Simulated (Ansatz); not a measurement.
Computed with Ansatz on PBE0-D4/def2-TZVP structures; ΔE is electronic, products minus reactants. CBS: MP2 limit from def2 TZ/QZ plus the TZ coupled-cluster correction, frozen cores. This one scheme is used for every species. DFT in def2-TZVPP. B3LYP here is the variant with VWN-RPA as its local correlation; programs differ in this. HSE06 is defined as in plane-wave codes. Each species was taken in one conformer, which may not be the lowest.

Consider the silylene formation by 1,1-elimination: `BCB[SiH2]F` → `BCBF` + `[SiH2]`.

`BCB[SiH2]F`:

Z-matrix (Å, degrees):
```
C
B 1 1.557
B 1 1.549 2 108.3
H 1 1.090 2 115.6 3 132.1
H 1 1.107 2 99.2 3 -108.9
Si 2 2.008 1 119.0 3 -127.5
H 2 1.198 1 118.6 3 52.9
H 3 1.197 1 121.1 2 112.9
H 3 1.196 1 119.6 2 -65.1
F 6 1.607 2 114.0 1 -179.6
H 6 1.491 2 109.8 1 59.9
H 6 1.491 2 110.1 1 -58.9
```

`BCBF`:

```xyz
9

B     0.700    0.555   -0.966
C    -0.133    0.508    0.340
B    -0.571   -0.960    0.620
F    -1.849   -1.298    0.521
H     1.754   -0.010   -1.025
H     0.300    1.128   -1.937
H     0.580    0.709    1.157
H    -0.976    1.199    0.367
H     0.196   -1.831    0.921
```

`[SiH2]`:

Cartesian coordinates in Å:
```
Si -0.647 0.155 0.253
H 0.563 0.985 -0.165
H 0.084 -1.140 -0.088
```

```json
{"level": "LDA (SPW92)", "ΔE (kJ/mol)": "216.5", "difference from CCSD(T)/CBS": "21.4"}
{"level": "revPBE-D4", "ΔE (kJ/mol)": "192.1", "difference from CCSD(T)/CBS": "-3.0"}
{"level": "r2SCAN-D4", "ΔE (kJ/mol)": "212.2", "difference from CCSD(T)/CBS": "17.1"}
{"level": "B97M-V", "ΔE (kJ/mol)": "189.4", "difference from CCSD(T)/CBS": "-5.7"}
{"level": "PBE0-D4", "ΔE (kJ/mol)": "203.9", "difference from CCSD(T)/CBS": "8.8"}
{"level": "B3LYP-D4", "ΔE (kJ/mol)": "187.2", "difference from CCSD(T)/CBS": "-7.9"}
{"level": "r2SCANh-D4", "ΔE (kJ/mol)": "212.3", "difference from CCSD(T)/CBS": "17.2"}
{"level": "r2SCAN0-D4", "ΔE (kJ/mol)": "212.6", "difference from CCSD(T)/CBS": "17.5"}
{"level": "HSE06-D4", "ΔE (kJ/mol)": "203.4", "difference from CCSD(T)/CBS": "8.3"}
{"level": "BHLYP-D4", "ΔE (kJ/mol)": "195.9", "difference from CCSD(T)/CBS": "0.8"}
{"level": "CAM-B3LYP-D4", "ΔE (kJ/mol)": "192.7", "difference from CCSD(T)/CBS": "-2.4"}
{"level": "ωB97X-V", "ΔE (kJ/mol)": "202.1", "difference from CCSD(T)/CBS": "7.0"}
{"level": "ωB97M-V", "ΔE (kJ/mol)": "183.5", "difference from CCSD(T)/CBS": "-11.6"}
{"level": "B2PLYP", "ΔE (kJ/mol)": "185.6", "difference from CCSD(T)/CBS": "-9.5"}
{"level": "PBE-QIDH", "ΔE (kJ/mol)": "206.6", "difference from CCSD(T)/CBS": "11.5"}
{"level": "PBE", "ΔE (kJ/mol)": "189.5", "difference from CCSD(T)/CBS": "-5.6"}
{"level": "revPBE", "ΔE (kJ/mol)": "176.0", "difference from CCSD(T)/CBS": "-19.1"}
{"level": "r2SCAN", "ΔE (kJ/mol)": "210.2", "difference from CCSD(T)/CBS": "15.1"}
{"level": "PBE0", "ΔE (kJ/mol)": "197.5", "difference from CCSD(T)/CBS": "2.4"}
{"level": "B3LYP", "ΔE (kJ/mol)": "175.7", "difference from CCSD(T)/CBS": "-19.4"}
{"level": "r2SCANh", "ΔE (kJ/mol)": "210.1", "difference from CCSD(T)/CBS": "15.0"}
{"level": "r2SCAN0", "ΔE (kJ/mol)": "210.2", "difference from CCSD(T)/CBS": "15.1"}
{"level": "BHLYP", "ΔE (kJ/mol)": "185.9", "difference from CCSD(T)/CBS": "-9.2"}
{"level": "CAM-B3LYP", "ΔE (kJ/mol)": "186.0", "difference from CCSD(T)/CBS": "-9.1"}
{"level": "LC-ωPBE", "ΔE (kJ/mol)": "208.7", "difference from CCSD(T)/CBS": "13.6"}
{"level": "RPA@PBE/def2-TZVPP", "ΔE (kJ/mol)": "165.7", "difference from CCSD(T)/CBS": "-29.4"}
{"level": "HF/def2-SVP", "ΔE (kJ/mol)": "144.8", "difference from CCSD(T)/CBS": "-50.3"}
{"level": "MP2/def2-SVP", "ΔE (kJ/mol)": "165.7", "difference from CCSD(T)/CBS": "-29.4"}
{"level": "CCSD/def2-SVP", "ΔE (kJ/mol)": "145.5", "difference from CCSD(T)/CBS": "-49.6"}
{"level": "CCSD(T)/def2-SVP", "ΔE (kJ/mol)": "147.6", "difference from CCSD(T)/CBS": "-47.5"}
{"level": "HF/def2-TZVPP", "ΔE (kJ/mol)": "171.0", "difference from CCSD(T)/CBS": "-24.1"}
{"level": "MP2/def2-TZVPP", "ΔE (kJ/mol)": "201.1", "difference from CCSD(T)/CBS": "6.0"}
{"level": "CCSD/def2-TZVPP", "ΔE (kJ/mol)": "180.5", "difference from CCSD(T)/CBS": "-14.6"}
{"level": "CCSD(T)/def2-TZVPP", "ΔE (kJ/mol)": "183.9", "difference from CCSD(T)/CBS": "-11.2"}
{"level": "HF/def2-QZVPP", "ΔE (kJ/mol)": "173.3", "difference from CCSD(T)/CBS": "-21.8"}
{"level": "MP2/def2-QZVPP", "ΔE (kJ/mol)": "208.4", "difference from CCSD(T)/CBS": "13.3"}
{"level": "SCS-MP2/def2-QZVPP", "ΔE (kJ/mol)": "198.3", "difference from CCSD(T)/CBS": "3.2"}
{"level": "HF/CBS(def2)", "ΔE (kJ/mol)": "173.6", "difference from CCSD(T)/CBS": "-21.5"}
{"level": "MP2/CBS(def2)", "ΔE (kJ/mol)": "212.4", "difference from CCSD(T)/CBS": "17.3"}
{"level": "CCSD/CBS(def2)", "ΔE (kJ/mol)": "191.7", "difference from CCSD(T)/CBS": "-3.4"}
{"level": "CCSD(T)/CBS", "ΔE (kJ/mol)": "195.1", "difference from CCSD(T)/CBS": "0"}
```

Task: What do rigid-rotor, harmonic-oscillator terms from PBE0-D4/def2-TZVP frequencies (298.15 K, 1 bar) make of the CCSD(T)/CBS value? (Best estimate.)

Result: Ansatz gave: ΔZPE = -13.0 kJ/mol, ΔH = +185.7 kJ/mol, ΔS = 146 J/(mol·K), ΔG = +142.2 kJ/mol.

Largest T1 diagnostic among the species: 0.014.

In def2-TZVPP, CCSD(T) changes the Hartree–Fock value by +12.9 kJ/mol (the triples alone add +3.4 kJ/mol) and MP2 by +30.1 kJ/mol. From BLYP to BHLYP (50 % exact exchange), in def2-TZVPP and without D4, ΔE moves by +22.5 kJ/mol.
